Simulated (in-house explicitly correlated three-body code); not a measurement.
Results of a calculation; reference values are marked as such.
# Two electrons around a charge Z: the exact Kohn-Sham energy parts

The exact non-relativistic ground state comes from a variational code in 260 exponentially correlated functions, the Kohn-Sham parts from inverting its density (past Z = 6 the correlation energy is taken as exact minus Hartree-Fock, equal to within microhartrees), and self-consistent runs (Hartree-Fock is restricted) from a B-spline radial code. Z may be fractional; the second electron is bound down to Z = 0.911.

E_c tends to a constant and T_c to −E_c as Z grows.

| Z | E (Eh) | E_x (Eh) | E_c (mEh) | T_c (mEh) | −T_c/E_c | binding (eV) |
| --- | --- | --- | --- | --- | --- | --- |
| 0.915 | -0.419604 | -0.30401 | -48.12 | 25.41 | 0.528 | 0.02697 |
| 1.045 | -0.591370 | -0.41342 | -41.18 | 28.67 | 0.696 | 1.234 |
| 1.3 | -1.029897 | -0.58218 | -40.54 | 31.86 | 0.786 | 5.031 |
| 1.46 | ? | ? | ? | ? | ? | ? |
| 1.84 | ? | ? | ? | ? | ? | ? |
| 2.14 | -3.396043 | -1.11241 | -42.37 | 37.25 | 0.879 | 30.1 |
| 2.5 | -4.841916 | -1.33804 | -42.93 | 38.53 | 0.898 | 46.72 |
| 2.96 | -7.066479 | -1.62603 | -43.47 | 39.74 | 0.914 | 73.08 |
| 3.56 | -10.603921 | -2.00143 | -43.99 | 40.86 | 0.929 | 116.1 |
| 4.2 | -15.170662 | -2.40170 | -44.38 | 41.72 | 0.940 | 172.8 |
| 4.8 | -20.195903 | -2.77688 | -44.66 | 42.32 | 0.948 | 236.1 |
| 5.7 | -29.083674 | -3.33957 | -44.97 | 43.00 | 0.956 | 349.4 |

Problem. What belongs in the row Z = 1.84?

Solution. E (Eh): -2.389049; E_x (Eh): -0.92405; E_c (mEh): -41.78; T_c (mEh): 35.84; −T_c/E_c: 0.858; binding (eV): 18.95.

Problem. What belongs in the row Z = 1.46?

Solution. E (Eh): -1.371797; E_x (Eh): -0.68427; E_c (mEh): -40.88; T_c (mEh): 33.31; −T_c/E_c: 0.815; binding (eV): 8.327.

Problem. Where is correlation strongest relative to exchange?

Solution. E_c/E_x falls from 0.158 at Z = 0.915 to 0.0135 at Z = 5.7, since exchange grows as Z while correlation stays near −0.045 hartree. The smaller −T_c/E_c at low Z marks the more static, in-out correlation of a loosely bound pair.
